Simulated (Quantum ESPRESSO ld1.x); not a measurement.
Input file for ld1.x (Quantum ESPRESSO 7.5):

```
 &input
    atom='Kr',
    iswitch=1,
    rel=1,
    lsd=1,
    dft='SLA-VWN',
    config='[He] 2s2 2p4 3s2 3p6 3d2',
    verbosity='high',
    prefix='ld1',
    max_out_wfc=37,
    file_charge='ld1.rho',
 /
```

Command: `OMP_NUM_THREADS=1 ld1.x < ld1.in > ld1.out`

Output:

```
     Program LD1 v.7.5 starts

     --------------------------- All-electron run ----------------------------

     scalar relativistic calculation

     atomic number is 36.00
     dft =SLA-VWN   lsd =1 sic =0 latt =0  beta=0.20 tr2=1.0E-14
     Exchange-correlation= SLA-VWN
                           (   1   2   0   0   0   0   0)
     mesh =2025 r(mesh) = 100.33164 a.u. xmin = -8.00 dx = 0.00800
     1 Ry =  13.60569312 eV, c = 137.03599908

     n l     nl                  e(Ry)          e(Ha)          e(eV)
     1 0     1S 1( 1.00)   -1105.876054375    -552.938027187 -15046.2102279
     2 0     2S 1( 1.00)    -195.796459384     -97.898229692  -2663.9465409
     2 1     2P 1( 3.00)    -181.775263182     -90.887631591  -2473.1784482
     3 0     3S 1( 1.00)     -63.144561908     -31.572280954   -859.1255317
     3 1     3P 1( 3.00)     -58.373650568     -29.186825284   -794.2139761
     3 2     3D 1( 2.00)     -51.228044903     -25.614022452   -696.9930582
     1 0     1S 2( 1.00)   -1104.819662084    -552.409831042 -15031.8372786
     2 0     2S 2( 1.00)    -193.974377759     -96.987188880  -2639.1558575
     2 1     2P 2( 1.00)    -179.746452438     -89.873226219  -2445.5750718
     3 0     3S 2( 1.00)     -62.559487631     -31.279743815   -851.1651906
     3 1     3P 2( 3.00)     -57.742525429     -28.871262715   -785.6270811
     3 2     3D 2( 0.00)     -50.445266645     -25.222633322   -686.3428175

     final scf error:  5.9E-15 reached in  14 iterations

     Etot =   -4971.830034 Ry,   -2485.915017 Ha,  -67645.193703 eV
     Total magnetization:    4.00 Bohr mag.

     Ekin =    5096.241068 Ry,    2548.120534 Ha,   69337.892052 eV
     Encl =  -11048.845498 Ry,   -5524.422749 Ha, -150327.201203 eV
     Eh   =    1112.922314 Ry,     556.461157 Ha,   15142.079478 eV
     Exc  =    -132.147919 Ry,     -66.073959 Ha,   -1797.964030 eV

     normalization and overlap integrals

     s(1S/1S) =  1.000000  <r> =   0.0415  <r2> =    0.0023  r(max) =   0.0271
     s(1S/2S) = -0.006601
     s(1S/3S) = -0.002931
     s(2S/2S) =  1.000000  <r> =   0.1794  <r2> =    0.0378  r(max) =   0.1527
     s(2S/3S) = -0.001782
     s(2P/2P) =  1.000000  <r> =   0.1554  <r2> =    0.0294  r(max) =   0.1211
     s(2P/3P) = -0.001481
     s(3S/3S) =  1.000000  <r> =   0.4621  <r2> =    0.2430  r(max) =   0.4285
     s(3P/3P) =  1.000000  <r> =   0.4509  <r2> =    0.2347  r(max) =   0.4117
     s(3D/3D) =  1.000000  <r> =   0.4047  <r2> =    0.1912  r(max) =   0.3344
     s(1S/1S) =  1.000000  <r> =   0.0415  <r2> =    0.0023  r(max) =   0.0271
     s(1S/2S) = -0.006588
     s(1S/3S) = -0.002914
     s(2S/2S) =  1.000000  <r> =   0.1798  <r2> =    0.0380  r(max) =   0.1527
     s(2S/3S) = -0.001766
     s(2P/2P) =  1.000000  <r> =   0.1558  <r2> =    0.0295  r(max) =   0.1211
     s(2P/3P) = -0.001468
     s(3S/3S) =  1.000000  <r> =   0.4645  <r2> =    0.2456  r(max) =   0.4285
     s(3P/3P) =  1.000000  <r> =   0.4541  <r2> =    0.2379  r(max) =   0.4150
     s(3D/3D) =  1.000000  <r> =   0.4094  <r2> =    0.1957  r(max) =   0.3371

     ------------------------ End of All-electron run ------------------------
```

Run on one thread of a shared host, so times are rough (Intel(R) Xeon(R) Processor @ 2.60GHz): 0.62 s of CPU time, 0.65 s wall, 14 iterations on 2025 mesh points.
